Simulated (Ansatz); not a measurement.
The cluster Tl₂F₃⁻, relaxed as a singlet with RKS B3LYP-D4/def2-SVPD in Ansatz, starting from the GFN1-xTB geometry. Force threshold 0.02 eV/Å.

In the def2 sets Tl takes a core potential; there is no spin–orbit coupling. The structure comes from a short search, and lower isomers may exist.

Start:

```tsv
atom	x (Å)	y (Å)	z (Å)
Tl1	-0.319	0.515	1.212
Tl2	0.311	-0.485	-1.361
F3	-2.132	-0.436	-0.250
F4	1.265	1.537	-1.966
F5	0.874	-1.131	2.364
```

Task: Estimate the energy that the relaxation releases and the steps that it takes.

Result: 35.5 kcal/mol, in 13 steps; 26 s on 4 threads of Intel Xeon Platinum 8375C on a shared host. No frequencies were taken in this run, so the end may be a saddle point.

Task: Does the start keep its bonding?

Result: Bonds formed: Tl1–F4, Tl2–F3, Tl2–F5 (atoms count from 1). Metal–metal contacts that move far: Tl1–Tl2 2.83 to 3.38 Å. The end is the same structure that another start reached, the lowest one found.

Task: Predict the relaxed structure.

Result: 
```xyz
5

Tl   -0.4054    1.0258    1.2834
Tl    0.4061   -1.0254   -1.2829
F    -1.6716   -0.2796   -0.3041
F     0.8118    1.3023   -0.7822
F     0.8590   -1.0232    1.0858
```
Bond lengths (bridged metal pairs left out): 6 × F–Tl 2.41 to 2.42 Å.
